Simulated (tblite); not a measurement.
Input of a run (GFN2-xTB geometry optimisation, gas phase (tblite 0.8.0)), started from a force field or distance geometry:
```
{"job": {"kind": "relax", "xc": "GFN2-xTB", "basis": "xTB"}, "charge": 0, "multiplicity": 1}
C      2.500300    -0.285400     1.300900
C      1.754300    -0.110200     0.354700
C      0.902000     0.080700    -0.745400
P      0.106900    -1.375900    -1.522400
C     -1.473000    -1.247100    -0.571500
P     -2.561600     0.215000    -0.859500
C     -1.381300     1.456400    -0.170000
P      0.218600     1.766000    -1.028700
H      3.151700    -0.434000     2.130000
H     -1.669600    -1.914300     0.257900
H     -1.543000     1.851500     0.827800
```

Output (eV, eV/Å):
```
step      E/eV     max force
  0    -528.98878    2.020
  1    -529.16527    1.422
  2    -529.27824    4.341
  3    -529.44296    2.061
  4    -529.59172    1.629
  5    -529.42019    6.607
  6    -529.86510    0.884
  7    -529.91588    0.767
  8    -530.11076    2.021
  9    -530.37348    3.360
 10    -530.69725    4.565
 11    -531.12765    4.387
 12    -532.16869    3.379
 13    -532.76092    1.984
 14    -533.01702    1.549
 15    -533.28102    1.445
 16    -533.39706    1.466
 17    -533.47566    0.990
 18    -533.51747    0.724
 19    -533.54648    0.551
 20    -533.57923    0.512
 21    -533.60384    0.589
 22    -533.63698    0.640
 23    -533.66642    0.576
 24    -533.68846    0.401
 25    -533.70504    0.423
 26    -533.73197    0.601
 27    -533.78163    0.800
 28    -533.84525    0.941
 29    -533.90790    0.714
 30    -533.95444    0.507
 31    -533.98084    0.542
 32    -534.01719    0.657
 33    -534.06802    0.798
 34    -534.07328    1.757
 35    -534.12975    0.763
 36    -534.14475    0.384
 37    -534.16307    0.467
 38    -534.17849    0.713
 39    -534.20469    0.656
 40    -534.21916    0.419
 41    -534.22711    0.345
 42    -534.23604    0.324
 43    -534.24337    0.475
 44    -534.25227    0.331
 45    -534.25717    0.200
 46    -534.26217    0.262
 47    -534.26545    0.255
 48    -534.26929    0.202
 49    -534.27242    0.106
 50    -534.27376    0.105
 51    -534.27570    0.113
 52    -534.27653    0.073
 53    -534.27713    0.083
 54    -534.27750    0.052
 55    -534.27778    0.051
 56    -534.27798    0.035
 57    -534.27812    0.030
 58    -534.27824    0.033
 59    -534.27834    0.028
 60    -534.27842    0.027
 61    -534.27848    0.024
 62    -534.27854    0.020
 63    -534.27859    0.021
 64    -534.27863    0.021
 65    -534.27868    0.019
 66    -534.27871    0.013
 67    -534.27873    0.016
 68    -534.27874    0.014
 69    -534.27876    0.016
 70    -534.27878    0.017
 71    -534.27880    0.017
 72    -534.27881    0.012
 73    -534.27881    0.009
```

**Question.** Summarise the run.

**Answer.** The energy falls by 122.0 kcal/mol over 73 L-BFGS steps, the largest force on an atom goes from 2.02 to 0.009 eV/Å, and the atoms move by 0.989 Å rms after alignment. The bond that changes most is P4–C5 (ends: phosphorus bonded to 2 C; aromatic CH carbon), which shortens by 0.122 Å. Bonds longer at the end by more than 0.005 Å: 2 of 11; shorter: 8. Among the angles that change most is P4–C5–P6, from 118.6° to 135.4°. Among the dihedrals that turn most is C2–C3–P4–C5, from 95° to 180°. The energy rose by more than 1e-5 eV at step 5. The first step brought 3 % of the lowering.

**Question.** What are the final bond lengths?

**Answer.** C1≡C2 1.204 Å, C2–C3 1.412 Å, C3–P4 1.754 Å, P4–C5 1.727 Å, C5–P6 1.731 Å, P6–C7 1.731 Å, C7–P8 1.727 Å, C3–P8 1.754 Å, C1–H9 1.049 Å, C5–H10 1.089 Å, C7–H11 1.089 Å. Numbering counts from 1 in the input's order; the species is `C#CC1=PC=PC=P1`.

On one thread of an Intel Xeon 6975P-C, shared host with 192 logical CPUs at a one-minute load of 56, this took 0.5 s of wall time.

Its GFN2-xTB frequencies are all real (lowest 60 cm⁻¹).

These are computed values.
